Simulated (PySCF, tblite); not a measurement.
Potential energy surface of H₆Ge₂, singlet: internal rotation, threefold axis kept, other coordinates relaxed. Scanned: torsion (0 = eclipsed). Other coordinates (Ge-Ge length, H-Ge-Ge angle, H-Ge-Ge angle, Ge-H length, Ge-H length) were minimised at B3LYP/def2-TZVP.

- GFN2-xTB, 300 K electronic temperature (tblite)
- RKS-M06-2X/6-31G* = PySCF 2.14.0 with restricted M06-2X/6-31G*, spherical d
- RKS-B3LYP/6-31G* = restricted B3LYP/6-31G*, spherical d run with PySCF 2.14.0
- CCSD(T) on RHF/cc-pVDZ, 18 core orbitals frozen (PySCF)

Energies relative to the lowest point of each profile, in kcal/mol; the last columns give the difference from CCSD(T):

```csv
at / °,GFN2-xTB,RKS-M06-2X/6-31G*,RKS-B3LYP/6-31G*,CCSD(T),GFN2-xTB − CCSD(T),RKS-M06-2X/6-31G* − CCSD(T),RKS-B3LYP/6-31G* − CCSD(T)
0,0.03,0.65,0.58,0.71,-0.68,-0.06,-0.13
10,0.02,0.61,0.54,0.66,-0.64,-0.05,-0.13
20,0.02,0.49,0.43,0.53,-0.51,-0.05,-0.11
30,0.05,0.32,0.29,0.36,-0.31,-0.03,-0.07
40,0.01,0.17,0.15,0.18,-0.17,-0.01,-0.03
50,0.02,0.04,0.04,0.05,-0.03,-0.01,-0.01
60,0.00,0.00,0.00,0.00,0.00,0.00,0.00
```

GFN2-xTB is furthest from CCSD(T) at 0 (-0.68 kcal/mol, below); its mean absolute difference over the points is 0.33 kcal/mol.

RKS-M06-2X/6-31G* is furthest from CCSD(T) at 0 (-0.06 kcal/mol, below); its mean absolute difference over the points is 0.03 kcal/mol.

RKS-B3LYP/6-31G* is furthest from CCSD(T) at 0 (-0.13 kcal/mol, below); its mean absolute difference over the points is 0.07 kcal/mol.
